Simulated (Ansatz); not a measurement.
# An elementary step

Start structure (CH6Ge, closed shell), relaxed at PBE0-D4/def2-TZVP:

```
8
angstrom
Ge -1.6662 0.7298 0.2701
H 0.2242 -0.5417 0.4074
C 1.0748 0.0009 -0.0371
H -1.8878 -0.6465 1.0491
H -1.8363 -0.0106 -1.1307
H 1.6505 0.4698 0.7576
H 0.7724 0.7541 -0.7657
H 1.6684 -0.7558 -0.5508
```

The step: GeH₂ + CH₄ → CH₄Ge ([CH3][GeH]) + H₂; bonds formed: Ge1–C3, H2–H4; bonds broken: Ge1–H4, H2–C3. Program: Ansatz 0.2.0. Basis: def2-TZVPP and def2-QZVPP. Cores are frozen in the correlated methods. Filled d shells of the heavier atoms are correlated. The def2 sets are not built for correlating such inner shells, so the correlated values are less sure here. Extrapolation: Hartree–Fock as exp(−7.88 √X), correlation as X^−2.97. Energies below are by CCSD(T) at an estimated basis limit (MP2 extrapolated from triple and quadruple zeta, plus CCSD(T) − MP2 in triple zeta).

Question: What are the electronic barrier and the energy of the step, from the start structure to the end structure? (Judge from chemistry; the value comes from the calculation.)

Answer: Computed: Barrier 1.211 eV; step energy 0.357 eV (uphill); reverse barrier, their difference, 0.855 eV. Barrier and step energy count from the start structure, the reverse barrier from the end structure.

The saddle point: One imaginary mode of 1299i cm⁻¹.
```csv
pair,start (Å),saddle (Å),end (Å)
Ge1–C3,2.85,2.22,2.00
H2–H4,2.21,1.05,0.78
Ge1–H4,1.60,1.72,2.05
H2–C3,1.10,1.52,2.81
```

Zero-point energy (harmonic, PBE0-D4): ZPE is 1.593 eV at the start and 1.540 eV at the saddle, so the barrier goes from 1.211 to 1.158 eV.

No T1 diagnostic of these runs exceeds 0.012.

Labels in which every atom is bracketed show which atoms are joined, not bond orders.

For scale, one of the runs: CCSD(T)/def2-TZVPP, 163 basis functions, launched by `ansatz run in.yaml --threads 2 --pin off --events-out ev --progress --plain --max-ram 4352MiB`. Time: 36 s of wall clock on 2 CPU threads of an Arm Neoverse V1; the host was shared. Peak host memory: 1.2 GiB.
